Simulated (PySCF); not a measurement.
C2H5O2, SMILES COC=[OH+], charge +1.

The structure is a stationary point at B3LYP-D3(BJ)/def2-SVP. The isomer is the one that the SMILES or the coordinates give; other isomers of the formula were not compared. Other conformers were not sampled.

Calculation: PBE/def2-TZVPD in PySCF.

Symmetry labels are those of the subgroup Cs that the program uses (full group Cs).

Computed valence orbital energies around the gap with their symmetry:
```json
[
 {"orbital": "HOMO−7", "symmetry": "A'", "energy (eV)": "-20.57"},
 {"orbital": "HOMO−6", "symmetry": "A'", "energy (eV)": "-20.03"},
 {"orbital": "HOMO−5", "symmetry": "A\"", "energy (eV)": "-18.99"},
 {"orbital": "HOMO−4", "symmetry": "A'", "energy (eV)": "-16.88"},
 {"orbital": "HOMO−3", "symmetry": "A\"", "energy (eV)": "-16.82"},
 {"orbital": "HOMO−2", "symmetry": "A'", "energy (eV)": "-16.57"},
 {"orbital": "HOMO−1", "symmetry": "A'", "energy (eV)": "-15.00"},
 {"orbital": "HOMO", "symmetry": "A\"", "energy (eV)": "-14.91"},
 {"orbital": "LUMO", "symmetry": "A\"", "energy (eV)": "-8.69"},
 {"orbital": "LUMO+1", "symmetry": "A'", "energy (eV)": "-5.98"},
 {"orbital": "LUMO+2", "symmetry": "A'", "energy (eV)": "-5.19"},
 {"orbital": "LUMO+3", "symmetry": "A'", "energy (eV)": "-4.41"}
]
```
